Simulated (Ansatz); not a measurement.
Total energies of `Cc1cc(-c2sc(-c3sc(-c4sc(-c5sc(-c6sc(C#C[Si](C)(C)C)cc6C)cc5C)cc4C)cc3C)cc2C)sc1C#C[Si](C)(C)C` from Ansatz at PBE-D4/def2-SVP, gas phase (1 Eh = 27.2114 eV = 2625.5 kJ/mol). The reference geometry is relaxed at PBE-D4/def2-SVP.

```
                 state   geometry  energy (Eh)
      charge 0 singlet  reference  -4512.47656
      charge 1 doublet  reference  -4512.27306
     charge -1 doublet  reference  -4512.53789
 free C atom (triplet)          –    -37.75124
 free S atom (triplet)          –   -397.80063
free Si atom (triplet)          –   -289.12416
 free H atom (doublet)          –     -0.49863
```

Single mean-field runs in def2-SVP are fitted with def2-universal-jkfit.

Problem. Work out the vertical ionisation energy to the doublet.

Solution. E(charge 1 doublet) − E(charge 0 singlet) = -4512.27306 − (-4512.47656) = 0.20350 Eh = 5.54 eV. For comparison, −ε of the highest occupied level is 4.30 eV at this level, 1.24 eV less.

Problem. Work out the vertical electron affinity, to the doublet.

Solution. E(charge 0 singlet) − E(charge -1 doublet) = -4512.47656 − (-4512.53789) = 0.06133 Eh = 1.67 eV. The basis lacks diffuse functions, which makes affinities too small.

Problem. Give the fundamental gap IE − EA, the Mulliken electronegativity (IE + EA)/2 and the hardness (IE − EA)/2.

Solution. From the values in Eh: IE − EA = 0.20350 − 0.06133 = 0.14217 Eh = 3.87 eV; (IE + EA)/2 = 3.60 eV; (IE − EA)/2 = 1.93 eV. The HOMO–LUMO gap of the same run is 1.50 eV, 2.37 eV smaller than the fundamental gap.

Problem. What is the binding energy per atom against free atoms?

Solution. Atoms: 40 × (-37.75124) + 6 × (-397.80063) + 2 × (-289.12416) + 42 × (-0.49863) = -4496.04416 Eh. Binding: -4496.04416 − (-4512.47656) = 16.43240 Eh = 447.15 eV, or 4.97 eV for each of 90 atoms (no zero-point energy, no counterpoise term).
